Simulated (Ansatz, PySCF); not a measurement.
Molecule: GeS, net charge 0, singlet state. SMILES: [S]=[Ge]
Geometry: optimised at B3LYP-D3(BJ)/def2-TZVP (Ansatz, a first-principles code).

Wanted: atomisation energy, in kcal/mol. Set-up: six Cartesian d functions in 6-31G* and its kin unless marked 5d; no spin-orbit coupling; open shells spin-unrestricted; non-relativistic; atomisation electronic, to ground-state atoms. First-principles rows: single points at B3LYP-D3(BJ) geometries (Ansatz).

```tsv
species	coefficient	E at B3LYP/6-31G* (Ansatz), Eh	E at M06-2X/def2-TZVPD (PySCF), Eh
[S]=[Ge]	-1	-2474.99719	-2475.22443
Ge atom	+1	-2076.69146	-2076.92526
S atom	+1	-398.10499	-398.09479
```

 1 Eh = 627.5095 kcal/mol.

Compute it at each level from the table.


- B3LYP/6-31G*: the sum of coefficient times E is 0.20074 Eh, or 125.97 kcal/mol. Result: 126.0 kcal/mol.
- M06-2X/def2-TZVPD: the sum of coefficient times E is 0.20438 Eh, or 128.25 kcal/mol. Result: 128.3 kcal/mol.
